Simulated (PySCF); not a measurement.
SMILES B[SiH2][SiH2]B(O)O, singlet, GFN2-xTB optimised geometry.

```
14

B      2.00    -2.23    -0.19
Si     1.44    -0.39     0.00
Si    -0.91    -0.39     0.00
B     -1.70     1.41     0.00
O     -2.12     2.11     1.10
O     -1.80     2.05    -1.19
H      2.11    -2.94     0.73
H      2.16    -2.72    -1.25
H      1.86     0.30     1.24
H      1.88     0.57    -1.03
H     -1.38    -1.24    -1.11
H     -1.34    -1.17     1.19
H     -2.07     1.67     1.95
H     -2.16     2.94    -1.14
```

Density from B3LYP/def2-TZVP (PySCF 2.14.0) at that geometry.

Minimum of the electron density along straight lines between bonded atoms, close to the bond critical point (lines longer than 1.1 times the sum of covalent radii, or with two minima, are not listed):

```tsv
bond	length / Å	ρ at the minimum / e bohr⁻³	∇²ρ there / e bohr⁻⁵	position (fraction from the first atom)
B1–Si2	1.929	0.123	(withheld)	0.61
Si2–Si3	2.353	(withheld)	(withheld)	0.49
Si3–B4	1.967	0.119	-0.03	0.39
B4–O5	1.364	0.206	0.91	0.33
B4–O6	1.349	0.216	1.00	0.33
B1–H7	1.172	0.193	-0.37	0.44
B1–H8	1.171	0.193	-0.38	0.44
Si2–H9	1.481	0.119	0.18	0.49
Si2–H10	1.477	0.120	0.18	0.49
Si3–H11	1.472	0.121	0.18	0.49
Si3–H12	1.484	0.118	0.17	0.49
O5–H13	0.955	0.365	-2.53	0.81
O6–H14	0.960	0.359	-2.45	0.81
```

### Question
What belongs in the gaps?

### Answer

- B1–Si2, ∇²ρ there / e bohr⁻⁵: 0.01
- Si2–Si3, ρ at the minimum / e bohr⁻³: 0.088
- Si2–Si3, ∇²ρ there / e bohr⁻⁵: -0.15
